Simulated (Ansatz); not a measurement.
Ideal-gas functions of `[F][Ge]([F])([F])[F]` at 298.15 K and 1 bar, from an Ansatz frequency run at PBE0-D4/def2-TZVP.

Molar mass 148.6 g/mol, point group Td (symmetry number 12), electronic degeneracy 1, moments of inertia 144.95, 144.951, 144.952 u Å². Harmonic wavenumbers (cm⁻¹, unscaled): 198, 198, 267, 267, 267, 731, 799, 799, 799.

Use S(trans) = R[1.5 ln M + 2.5 ln T − 1.1517]; rotational temperatures θ = 24.2544 K / I; S(rot) = R[ln(√π/σ · √(T³/θAθBθC)) + 1.5]; for each mode x = 1.438777 ν̃/T, S = R[x/(eˣ − 1) − ln(1 − e⁻ˣ)] and H = RT x/(eˣ − 1); 1 cm⁻¹ = 0.0119627 kJ/mol; R = 8.31446 J/(mol·K).

Question: By hand: the entropy, in J/(mol·K).

Answer: Translation 171.2. Rotation: θ = 0.1673, 0.1673, 0.1673 K, giving 89.9. Vibration, mode by mode: 9.00, 9.00, 6.76, 6.76, 6.76, 1.14, 0.87, 0.87, 0.87, in all 42.0. Electronic 0.0. Sum 303.1 J/(mol·K).

Question: By hand: H − E and G − E in kJ/mol, counted from the electronic energy.

Answer: Zero-point energy ½ × 4325 × 0.0119627 = 25.9; thermal vibration 7.5; translation, rotation and pV give 4 RT = 9.9. H − E = 43.3 kJ/mol, and G − E = 43.3 − 298.15 × 303.1/1000 = -47.1 kJ/mol.

Vibration gives 14 % of the entropy.
